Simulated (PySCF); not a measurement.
Simulated outer-valence photoelectron spectrum of `[SiH3][Si@H](P)Cl`. Level of theory: EOM-IP-CCSD/aug-cc-pVDZ in PySCF, restricted Hartree–Fock reference, frozen core, non-relativistic, gas phase, PBE0-D3(BJ)/def2-SVP geometry.

Each root has a Gaussian of 0.8 eV full width with its one-hole share as area; cross sections and vibrations are left out, and the highest printed point is 100.

(ionisation energy (eV), intensity): (8.3, 0), (8.4, 0), (8.5, 1), (8.6, 1), (8.7, 3), (8.8, 5), (8.9, 8), (9.0, 12), (9.1, 17), (9.2, 22), (9.3, 26), (9.4, 27), (9.5, 27), (9.6, 24), (9.7, 20), (9.8, 16), (9.9, 12), (10.0, 9), (10.1, 9), (10.2, 10), (10.3, 14), (10.4, 20), (10.5, 27), (10.6, 34), (10.7, 41), (10.8, 45), (10.9, 47), (11.0, 47), (11.1, 43), (11.2, 37), (11.3, 31), (11.4, 24), (11.5, 19), (11.6, 16), (11.7, 17), (11.8, 22), (11.9, 30), (12.0, 41), (12.1, 54), (12.2, 68), (12.3, 81), (12.4, 92), (12.5, 98), (12.6, 100), (12.7, 98), (12.8, 91), (12.9, 82), (13.0, 71), (13.1, 59), (13.2, 47), (13.3, 35), (13.4, 25), (13.5, 17), (13.6, 10), (13.7, 6), (13.8, 3), (13.9, 2), (14.0, 1), (14.1, 0), (14.2, 0)

Q: Where are the maxima, and how many lines lie under the curve?

A: 3 maxima, at 9.4, 10.9 and 12.6 eV, from 8 lines. At this width some lines have no maximum of their own.

Q: List the lines with their holes.

A: 
```
E (eV)  leading hole (HF orbital)  area  Koopmans (eV)
  9.43                       HOMO  0.95           9.92
 10.74                     HOMO-1  0.95          11.56
 11.10                     HOMO-2  0.95          11.89
 12.24                     HOMO-3  0.94          13.19
 12.46                     HOMO-4  0.94          13.32
 12.58                     HOMO-5  0.94          13.53
 12.80                     HOMO-6  0.94          13.70
 13.08                     HOMO-7  0.94          14.03
```

The widest gap, 1.31 eV, lies between 9.43 and 10.74 eV. Only orbitals with −ε under 21 eV, eight at most, were ionised, so the high end of the curve may lack lines.

The values belong to the conformer `[SiH3:1][Si@H:2]([PH2:3])[Cl:4]`: H–P3–Si2–Si1 -44°, H–P3–Si2–Si1 49°.
